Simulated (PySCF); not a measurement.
Species: C5H7Cl2F.
Numbering: `[CH2:1]=[C:2]([CH3:3])[CH2:4][C:5]([F:6])([Cl:7])[Cl:8]` (hydrogens: H9, H10 on C1; H11, H12, H13 on C3; H14, H15 on C4)

Cartesian coordinates in Å at the GFN2-xTB level; atoms count from 1:
```
atom  x, y, z in Å
C1    -1.0382    1.5514   -0.1348
C2    -0.6701    0.2994    0.0824
C3    -1.4635   -0.8807   -0.3816
C4     0.6052   -0.0151    0.8306
C5     1.7545   -0.3544   -0.1068
F6     1.5318   -1.5114   -0.7691
Cl7    2.0142    0.9141   -1.3270
Cl8    3.2703   -0.5772    0.8178
H9    -1.9417    1.7882   -0.6693
H10   -0.4542    2.3883    0.2083
H11   -0.8793   -1.4882   -1.0707
H12   -1.7335   -1.5105    0.4655
H13   -2.3713   -0.5598   -0.8838
H14    0.4586   -0.8772    1.4857
H15    0.9128    0.8410    1.4308
```

Vertical excitations from PySCF (density fitting, frozen core in the response, grid level 2 and gas phase unless stated; continuum runs use non-equilibrium linear response for the excitations) on a GFN2-xTB geometry. Reference run:

```
                                                     settings    S1, eV (f)    S2, eV (f)    S3, eV (f)    S4, eV (f)    S5, eV (f)    S6, eV (f)  T1, eV (Tamm–Dancoff)  mean α (au)
KT3/6-311G**, fitting basis def2-qzvpp-jkfit, TDA, 6 singlets  5.08 (0.036)  5.96 (0.014)  6.18 (0.027)  6.39 (0.004)  6.51 (0.023)  6.87 (0.014)                   4.17         77.7
```

Problem. What do these settings give: WP04/def2-SVPD, grid level 4, start guess huckel, full TDDFT, 3 singlets?

Solution. 
```tsv
settings	S1, eV (f)	S2, eV (f)	S3, eV (f)	S4, eV (f)	S5, eV (f)	S6, eV (f)	T1, eV (Tamm–Dancoff)	mean α (au)
WP04/def2-SVPD, grid level 4, start guess huckel, full TDDFT, 3 singlets	5.54 (0.034)	6.28 (0.027)	6.59 (0.025)	–	–	–	4.17	84.5
```

S1 moves by +0.46 eV; functional, basis and response scheme change together, so the shift can't be laid on one. States are counted by energy in each run and needn't keep their character from row to row.

All basis functions are spherical, in the Pople sets too. KT3 and WP04 were designed for NMR shieldings or shifts; total energies of different functionals aren't comparable.

Problem. Which orbital pairs make up S1 in each run, and how does it sit against the orbital gap?

Solution. 
| settings | S1 configurations (weight) | S1 (eV) | orbital gap (eV) | S1 − gap (eV) |
| --- | --- | --- | --- | --- |
| KT3/6-311G**, fitting basis def2-qzvpp-jkfit, TDA, 6 singlets | H→L 0.83, H→L+1 0.14 | 5.08 | 4.79 | +0.29 |
| WP04/def2-SVPD, grid level 4, start guess huckel, full TDDFT, 3 singlets | H→L 0.89, H→L+1 0.09 | 5.54 | 5.86 | -0.32 |

One conformer stands for the species.
